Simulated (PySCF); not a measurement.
**Telling isomers of C₁₀H₁₀ apart by NMR**

[PySCF 2.14.0 with density-fitted response routines: σ from GIAO-PBE0/pcSseg-1; coordinates at the PBE0-D3(BJ)/def2-SVP level; equivalent nuclei averaged; single conformer; no solvent; no relativistic terms]

Referencing at the same level of theory: ¹H, ¹³C against TMS. Where no couplings were computed, multiplicities follow the n + 1 count of equivalent neighbours, and m marks all less simple cases (inequivalent or close neighbours, rings, F or P nearby). Shifts are as computed. Against solution values, carbons near 30 ppm lie about +2 ppm off and those near 130 ppm about +5 ppm. Of 1211 compounds with measured shifts, 218 miss one by over three times the rms of a fit or turn the order of signals round; such compounds aren't used in these exercises.

(1) Tabulate the signals of `C1=Cc2ccccc2CC1`, `C=CC(=C)c1ccccc1` and their relative energies.

(2) What is the quickest way to tell C1=Cc2ccccc2CC1 from C=CC(=C)c1ccccc1?

## Answers

(1) 
```json
{"SMILES": "C1=Cc2ccccc2CC1", "carbon types": "2×C 6×CH 2×CH2", "δC": "140.1, 138.7, 136.6, 136.6, 132.7, 132.7, 132.1, 131.4, 30.3, 26.2", "δH": "7.27 (m, 1H), 7.22 (m, 1H), 7.17 (m, 1H), 7.05 (d, 1H), 6.60 (d, 1H), 6.14 (m, 1H), 2.67 (m, 2H), 2.25 (m, 2H)", "E rel. (kcal/mol)": "0.0"}
{"SMILES": "C=CC(=C)c1ccccc1", "carbon types": "2×C 6×CH 2×CH2", "δC": "159.4, 148.9, 146.8, 135.7, 133.3, 132.7, 127.5, 126.4", "δH": "7.50 (m, 2H), 7.44 (m, 1H), 7.29 (d, 2H), 6.73 (m, 1H), 5.55 (br s, 1H), 5.49 (m, 1H), 5.24 (br s, 1H), 4.76 (m, 1H)", "E rel. (kcal/mol)": "26.6"}
```

Energies are electronic energies at PBE0/pcSseg-1 on these geometries, without zero-point or thermal terms, each for the one conformer computed, which needn't be the lowest.

(2) Count the carbon signals: 10 against 8. The first has an sp3 CH2 on an aromatic ring at 30.3 ppm, the second a terminal =CH2 carbon at 127.5 ppm. Their most deshielded carbons lie at 140.1 and 159.4 ppm.
